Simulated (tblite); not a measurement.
F₃Hf (SMILES [F][Hf+]([F])[F]), charge +1, singlet, geometry from GFN2-xTB (such geometries of metal compounds can be far from the true shape) (the multiplicity is a formal guess); IPEA1-xTB run with tblite.

tblite was given this input:
```
$ tblite run mol.xyz --method ipea1 --charge 1 --spin 0 --json tblite.json --no-restart

# file mol.xyz
4

Hf     0.02643004     0.24370484     0.07704611
F      1.52633092    -0.79543891    -0.29280991
F     -0.83493396    -0.99952485     1.16274766
F     -0.90283724    -0.15467495    -1.48630661
```

Output, abridged:

```
xTB calculator
 | screened Coulomb repulsion
 | Coulomb electrostatics
 |  * isotropic Klopman-Ohno-Mataga-Nishimoto electrostatics
 |  * onsite third-order electrostatics
 | DFT-D3(BJ) dispersion correction

halogen bonding energy    0.0000000000000E+00 Eh
repulsion energy          2.3843070804705E-02 Eh
dispersion energy        -5.7995725064078E-04 Eh
number of electrons       2.4000000000000E+01 e
integral cutoff           4.0000000000000E+01 bohr

------------------------------------------------------------
  cycle        total energy    energy error   density error
------------------------------------------------------------
      1     -15.61031545927  -1.5633579E+01   9.8106342E-01
      2     -16.77455842935  -1.1642430E+00   4.2451635E-01
      3     -16.71994934048   5.4609089E-02   4.0320136E-01
      4     -11.58973457451   5.1302148E+00   1.7393548E+00
      5     -16.92479603866  -5.3350615E+00   4.5822351E-02
      6     -16.86848940670   5.6306632E-02   1.7387920E-01
      7     -16.89212291138  -2.3633505E-02   1.3550615E-01
      8     -16.90421032092  -1.2087410E-02   1.0754882E-01
      9     -16.92076797713  -1.6557656E-02   4.8715232E-02
     10     -16.92467577703  -3.9077999E-03   1.2652850E-02
     11     -16.92493390458  -2.5812755E-04   6.1824537E-04
     12     -16.92492818074   5.7238396E-06   1.7038448E-03
     13     -16.92493394258  -5.7618422E-06   5.3314627E-05
     14     -16.92493394804  -5.4600200E-09   8.5438461E-07
------------------------------------------------------------

electronic energy        -1.6948197061594E+01 Eh
total energy             -1.6924933948040E+01 Eh

Post processing:
 | Mayer-Wiberg bond orders

[Info] JSON dump of results written to 'tblite.json'
```
